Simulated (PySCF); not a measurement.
This PySCF input asks for the NMR shieldings of `B(BSB)SCF`, CH6B3FS2; the geometry comes from GFN2-xTB.

```python
import basis_set_exchange as bse
import numpy as np
from pyscf import gto, dft
from pyscf.prop import nmr

atoms = """
B     2.746686   -1.160391    0.262829
S     1.991092    0.419805    0.518151
B     0.609311    0.494248   -0.640004
B    -0.422005    1.775050   -0.644335
S    -2.073977    1.727490   -0.024122
C    -2.315705   -0.011082    0.519952
F    -1.304465   -0.448249    1.316636
H     3.669399   -1.421550    0.927676
H     2.333384   -1.901934   -0.537757
H     0.522885   -0.410860   -1.385532
H    -0.160761    2.837167   -1.069480
H    -3.243524   -0.051396    1.094636
H    -2.356709   -0.662465   -0.356377
"""
names = dict.fromkeys(["B", "S", "C", "F", "H"], "pcSseg-1")
basis = {el: gto.basis.parse(bse.get_basis(n, elements=[el], fmt="nwchem")) for el, n in names.items()}
mol = gto.M(atom=atoms, basis=basis, charge=0, verbose=0)
mf = dft.RKS(mol, xc="PBE0")
mf.grids.level = 2
mf.grids.alignment = dft.numint.BLKSIZE   # the property module wants whole blocks of grid points
mf.conv_tol = 1e-9
mf.kernel()

calc = nmr.RKS(mf)   # GIAO
C = mf.mo_coeff
Co = C[:, mf.mo_occ > 0]
resp = mf.gen_response(singlet=True, hermi=2)
def vind(x):   # induced exchange potential for any number of trial vectors
    d = np.einsum("pi,xij,qj->xpq", C, 2 * x.reshape(-1, C.shape[1], Co.shape[1]), Co, optimize=True)
    return np.einsum("xpq,pi,qj->xij", resp(d - d.transpose(0, 2, 1)), C, Co, optimize=True).ravel()
mo1, _ = nmr.rhf.solve_mo1(calc, with_cphf=vind)
sigma = calc.kernel(mo1)
for i, s in enumerate(sigma):   # ppm
    print("%2d %-2s %9.2f" % (i, mol.atom_pure_symbol(i), np.trace(s) / 3))
```

Question: What does it print?

Answer: 
```
 0 B      23.70
 1 S     301.50
 2 B       9.56
 3 B      25.36
 4 S     297.62
 5 C      96.97
 6 F     378.28
 7 H      24.21
 8 H      24.19
 9 H      22.62
10 H      23.30
11 H      25.91
12 H      26.02
```

These numbers come from an equivalent density-fitted implementation of the same equations, which agrees with the script to about 0.01 ppm for H and up to a few tenths of a ppm for heavy atoms, so last digits may differ.

Size and cost of the density-fitted run: 163 basis functions, 35 s wall time on 1 thread of an Arm Neoverse N1, shared host; peak memory 0.74 GiB.
